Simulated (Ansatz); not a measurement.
ClGe (SMILES [Cl][Ge]), doublet, at a GFN2-xTB geometry; B3LYP/aug-pcseg-1 in Ansatz (an electronic-structure program).

Input for Ansatz:
Ansatz 0.2 input:
```yaml
crystal:
  periodic: [false, false, false]
  atoms:
    - {symbol: Ge, position_ang: [-0.00000000, -0.00000000, -0.74753997]}
    - {symbol: Cl, position_ang: [0.00000000, 0.00000000, 1.40713406]}
basis:
  gaussian:
    orbitals: aug-pcseg-1.json
hamiltonian:
  xc: b3lyp
magnetization: {spin_polarized: true, initial_magnetization: 1}
```
The basis file holds aug-pcseg-1 in the JSON format of the Basis Set Exchange.

Task: Write the output that Ansatz gives for this input, abridged.

Result: 
```
Functional definition: B3LYP
581 factors; integrals over basis functions are off by at most 5.5e-4 eV
mean field evaluation 1: about -69035.3789 eV, gradient 9.0e0 eV
mean field evaluation 2: about -69034.4874 eV, gradient 1.5e1 eV
mean field evaluation 4: about -69035.9089 eV, gradient 4.1e-1 eV
mean field evaluation 8: about -69035.9209 eV, gradient 8.5e-3 eV
mean field evaluation 16: about -69035.8384 eV, gradient 2.4e0 eV
mean field evaluation 32: about -69035.8384 eV, gradient 2.4e0 eV
mean field -69035.92088154 eV, -2537.0232981686 hartree, gradient 2.1e-5 eV, S^2 0.752534; 2 other end points of the search recorded, 0 dependent functions left out
reference -69035.92111895 eV, -2537.0233068934 hartree; 25, 24 occupied and 38, 39 virtual orbitals, 581 factors
Total energy: -69035.92111895 eV, -2537.0233068934 hartree
```
